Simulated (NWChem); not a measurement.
**Basis-set convergence for H5AlOSi**

SMILES: [AlH2][O][SiH3]
```xyz
8

Al    -0.3062     0.3074     1.7100
H     -1.7737     0.7339     2.1234
H      0.8875     0.1366     2.7356
O      0.0074     0.0144     0.0652
Si     0.2681    -0.2769    -1.5351
H      1.0509     0.8434    -2.1399
H     -1.0302    -0.4000    -2.2660
H      1.0339    -1.5481    -1.7124
```
Charge 0, spin multiplicity 1.

The numbers come from NWChem runs, not from measurements. All single points use one geometry, from PBE0/def2-SVP, a minimum by its harmonic frequencies. It is one conformer; others weren't searched.

Quantity: LUMO energy at the level PBE.

The Pople sets run with spherical d functions. The structure started from a generated list of species.

| basis | functions | LUMO energy (eV) |
|---|---|---|
| 3-21G | 45 | -1.79 |
| def2-SVP | 75 | -1.87 |
| cc-pVDZ | 75 | -1.94 |
| pcseg-1 | 75 | -1.96 |
| 6-311G** | 100 | -1.91 |
| 6-311++G** | 117 | -1.99 |
| aug-cc-pVDZ | 122 | -2.05 |
| aug-pcseg-1 | 122 | -2.05 |
| def2-TZVPD | 171 | -2.00 |
| def2-TZVPP | 185 | -1.98 |

Smallest basis within 0.2 eV of def2-TZVPP, the largest set run: 3-21G, with 45 functions against 185 (also within reach: def2-SVP, cc-pVDZ, pcseg-1, 6-311G**, 6-311++G**, aug-cc-pVDZ, aug-pcseg-1, def2-TZVPD). def2-TZVPP isn't the basis-set limit itself, and a small set can land close by cancellation.
